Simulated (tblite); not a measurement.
C5HF4OS (doublet state).
SMILES with atom numbers: `[F:1][c:2]1[o:3][cH:4][c:5][c:6]1[S:7][C:8]([F:9])([F:10])[F:11]` (hydrogens: H12 on C4)
Bond orders are those of one Lewis drawing.

Computed with GFN2-xTB (tblite), gas phase: L-BFGS steps from a force-field or distance-geometry start until the largest atomic force falls under 0.01 eV/Å.

Step 26: E = -1015.4757 eV
```
atom  x, y, z in Å  |  force x, y, z in eV/Å
F1     -1.0802   -1.7055    1.3112    0.011   0.010   0.027
C2     -1.1893   -0.7077    0.4590   -0.034  -0.041  -0.034
O3     -2.2918    0.0277    0.5260    0.011   0.017   0.007
C4     -2.1881    0.9655   -0.4627    0.051   0.010   0.050
C5     -1.0272    0.7863   -1.1192    0.010   0.026  -0.002
C6     -0.3339   -0.3041   -0.5347   -0.062  -0.045  -0.075
S7      1.1686   -1.0895   -0.9864    0.060   0.041   0.103
C8      2.2731   -0.1034    0.1210   -0.079  -0.032  -0.058
F9      2.3611    1.1586   -0.2941    0.035   0.006   0.043
F10     3.4920   -0.6207    0.1463   -0.043   0.021  -0.026
F11     1.8041   -0.0782    1.3678    0.017   0.013  -0.019
H12    -2.9872    1.6703   -0.5603    0.023  -0.025  -0.016
```

Step 27: E = -1015.4771 eV
```
atom  x, y, z in Å  |  force x, y, z in eV/Å
F1     -1.0777   -1.7076    1.3125    0.000   0.032   0.004
C2     -1.1886   -0.7112    0.4580   -0.021  -0.033  -0.048
O3     -2.2859    0.0311    0.5287    0.008   0.022   0.004
C4     -2.1798    0.9681   -0.4607    0.025  -0.001   0.052
C5     -1.0237    0.7832   -1.1241   -0.020  -0.002   0.039
C6     -0.3376   -0.3126   -0.5418   -0.016  -0.036  -0.051
S7      1.1674   -1.0941   -0.9871    0.098   0.023   0.086
C8      2.2676   -0.1015    0.1209   -0.077  -0.048  -0.067
F9      2.3526    1.1599   -0.2939    0.024   0.031   0.024
F10     3.4889   -0.6126    0.1499   -0.040   0.003  -0.032
F11     1.7956   -0.0777    1.3657    0.005   0.013   0.013
H12    -2.9775    1.6744   -0.5541    0.014  -0.004  -0.024
```

Step 28: E = -1015.4783 eV
```
atom  x, y, z in Å  |  force x, y, z in eV/Å
F1     -1.0748   -1.7093    1.3134   -0.007   0.042  -0.013
C2     -1.1872   -0.7151    0.4561   -0.007  -0.023  -0.053
O3     -2.2788    0.0350    0.5321    0.008   0.015   0.004
C4     -2.1707    0.9710   -0.4577   -0.001  -0.001   0.041
C5     -1.0196    0.7799   -1.1281   -0.035  -0.025   0.061
C6     -0.3404   -0.3220   -0.5496    0.022  -0.028  -0.021
S7      1.1686   -1.0996   -0.9870    0.089  -0.008   0.043
C8      2.2598   -0.1005    0.1196   -0.043  -0.023  -0.037
F9      2.3416    1.1614   -0.2941    0.008   0.044   0.005
F10     3.4844   -0.6033    0.1539   -0.034  -0.019  -0.039
F11     1.7850   -0.0772    1.3632   -0.007   0.010   0.035
H12    -2.9666    1.6792   -0.5478    0.007   0.015  -0.026
```

Step 29: E = -1015.4790 eV
```
atom  x, y, z in Å  |  force x, y, z in eV/Å
F1     -1.0728   -1.7099    1.3138   -0.008   0.034  -0.015
C2     -1.1857   -0.7182    0.4538    0.000  -0.016  -0.044
O3     -2.2725    0.0381    0.5351    0.008   0.001   0.007
C4     -2.1635    0.9733   -0.4545   -0.015   0.004   0.025
C5     -1.0166    0.7766   -1.1302   -0.026  -0.029   0.053
C6     -0.3414   -0.3297   -0.5559    0.036  -0.021   0.000
S7      1.1716   -1.1047   -0.9867    0.046  -0.032   0.002
C8      2.2525   -0.1001    0.1180   -0.005   0.018   0.007
F9      2.3316    1.1628   -0.2947   -0.004   0.040  -0.005
F10     3.4798   -0.5958    0.1569   -0.025  -0.032  -0.042
F11     1.7756   -0.0767    1.3613   -0.011   0.008   0.036
H12    -2.9573    1.6836   -0.5429    0.003   0.026  -0.025
```

Question: Estimate the geometry and energy of step 30. (The exact step hangs on the optimiser's Hessian estimate; all steps are aligned on step 29, rigid shifts and turns removed.)

Answer: E = -1015.4795 eV, largest force 0.056 eV/Å
```
atom  x, y, z in Å  |  force x, y, z in eV/Å
F1     -1.0720   -1.7096    1.3137   -0.004   0.014  -0.007
C2     -1.1846   -0.7203    0.4515    0.002  -0.012  -0.026
O3     -2.2684    0.0400    0.5371    0.004  -0.012   0.011
C4     -2.1594    0.9747   -0.4521   -0.015   0.006   0.010
C5     -1.0152    0.7739   -1.1308   -0.007  -0.019   0.027
C6     -0.3412   -0.3348   -0.5598    0.030  -0.013   0.009
S7      1.1746   -1.1084   -0.9865    0.005  -0.036  -0.020
C8      2.2478   -0.0994    0.1173    0.016   0.042   0.034
F9      2.3251    1.1642   -0.2951   -0.011   0.026  -0.004
F10     3.4763   -0.5917    0.1580   -0.015  -0.033  -0.037
F11     1.7696   -0.0762    1.3606   -0.007   0.008   0.024
H12    -2.9515    1.6870   -0.5401    0.002   0.027  -0.021
```

The energy changes by -0.0005 eV. The first-order estimate −F·Δx gives -0.0007 eV and the mean of the old and new forces, exact on a quadratic surface, -0.0005 eV. The step makes an angle of 75° with the force vector and moves no atom by more than 0.007 Å.

The cost below is that of the whole relaxation. The run took 1.2 s wall on AMD EPYC, one thread, no GPU, shared host.
